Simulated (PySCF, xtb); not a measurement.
Si(H)2(Br)(NH2) (BrH4NSi), SMILES Br[SiH2]N. One conformer was computed; it need not be the lowest.

Harmonic wavenumbers (cm⁻¹) from GFN2-xTB (xtb) at its own minimum, in rising order: 166, 207, 410, 442, 523, 575, 715, 796, 817, 931, 1511, 2284, 2360, 3484, 3531.

Problem. What does PySCF with B3LYP-D3(BJ)/def2-SVP give at its own minimum? (The exact figures need the calculation; the answer reports its results.)

Solution. 200, 256, 392, 478, 519, 744, 862, 894, 911, 931, 1548, 2258, 2269, 3560, 3650. Paired by order, the mean absolute difference is 67 cm⁻¹ and the zero-point energies are 26.8 and 27.8 kcal/mol.
